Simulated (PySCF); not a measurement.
Cl₂Sn, triplet, geometry from GFN2-xTB (such geometries of metal compounds can be far from the true shape) (the spin is typed, not shown lowest) (core potentials on Sn); HF/def2-SV(P) (PySCF).

Input for PySCF:
```python
from pyscf import gto, scf

mol = gto.Mole()
mol.atom = '''
    Sn    0.009933   -0.009446    0.589528
    Cl    1.247416    1.574933   -0.863203
    Cl   -1.276630   -1.547150   -0.870703
'''
mol.basis = 'def2-sv(p)'
mol.ecp = {'Sn': 'def2-sv(p)'}
mol.charge = 0
mol.spin = 2
mol.verbose = 4
mol.build()

mf = scf.UHF(mol)
mf.kernel()
```

Task: Predict the main parts of the log of this PySCF run.

Result: 
```
PySCF version 2.14.0

[INPUT] verbose = 4
[INPUT] num. atoms = 3
[INPUT] num. electrons = 56
[INPUT] charge = 0
[INPUT] spin (= nelec alpha-beta = 2S) = 2
[INPUT] symmetry False subgroup None
[INPUT] Mole.unit = angstrom
[INPUT] Symbol           X                Y                Z      unit          X                Y                Z       unit  Magmom
[INPUT]  1 Sn     0.009933000000  -0.009446000000   0.589528000000 AA    0.018770649595  -0.017850352973   1.114046462763 Bohr   0.0
[INPUT]  2 Cl     1.247416000000   1.574933000000  -0.863203000000 AA    2.357274603400   2.976192034540  -1.631217259903 Bohr   0.0
[INPUT]  3 Cl    -1.276630000000  -1.547150000000  -0.870703000000 AA   -2.412481062403  -2.923689773621  -1.645390205837 Bohr   0.0

nuclear repulsion = 197.677793317998
number of shells = 26
number of NR pGTOs = 133
number of NR cGTOs = 62
basis = def2-sv(p)
ecp = {'Sn': 'def2-sv(p)'}

******** <class 'pyscf.scf.uhf.UHF'> ********
method = UHF
initial guess = minao
damping factor = 0
level_shift factor = 0
DIIS = <class 'pyscf.scf.diis.CDIIS'>
diis_start_cycle = 1
diis_space = 8
diis_damp = 0
SCF conv_tol = 1e-09
SCF conv_tol_grad = None
SCF max_cycles = 50
direct_scf = True
direct_scf_tol = 1e-13
number electrons alpha = 29  beta = 27
Set gradient conv threshold to 3.16228e-05
init E= -1108.73222280106

cycle= 1 E= -1131.21814475372  delta_E= -22.5  |g|=  1.2  |ddm|= 4.46

cycle= 2 E= -1131.78314141532  delta_E= -0.565  |g|= 0.735  |ddm|= 3.03
cycle= 3 E= -1132.06969060363  delta_E= -0.287  |g|= 0.0914  |ddm|= 0.884
cycle= 4 E= -1132.08119409695  delta_E= -0.0115  |g|= 0.034  |ddm|= 0.199
cycle= 5 E= -1132.08359170566  delta_E= -0.0024  |g|= 0.0152  |ddm|= 0.0925
cycle= 6 E= -1132.08430476871  delta_E= -0.000713  |g|= 0.0079  |ddm|= 0.057
cycle= 7 E= -1132.08456640969  delta_E= -0.000262  |g|= 0.00469  |ddm|= 0.0376
cycle= 8 E= -1132.08469302063  delta_E= -0.000127  |g|= 0.00189  |ddm|= 0.035
cycle= 9 E= -1132.08471343337  delta_E= -2.04e-05  |g|= 0.000457  |ddm|= 0.0159
cycle= 10 E= -1132.08471426136  delta_E= -8.28e-07  |g|= 0.000123  |ddm|= 0.00288
cycle= 11 E= -1132.08471430852  delta_E= -4.72e-08  |g|= 4.76e-05  |ddm|= 0.000624
cycle= 12 E= -1132.0847143152  delta_E= -6.69e-09  |g|= 1.8e-05  |ddm|= 0.000189
cycle= 13 E= -1132.08471431642  delta_E= -1.22e-09  |g|= 8.68e-06  |ddm|= 7.83e-05
cycle= 14 E= -1132.08471431676  delta_E= -3.4e-10  |g|= 4.1e-06  |ddm|= 4.66e-05
Extra cycle  E= -1132.08471431679  delta_E= -3.5e-11  |g|= 2.89e-06  |ddm|= 9.07e-06
converged SCF energy = -1132.08471431679  <S^2> = 2.0248251  2S+1 = 3.0165047
```
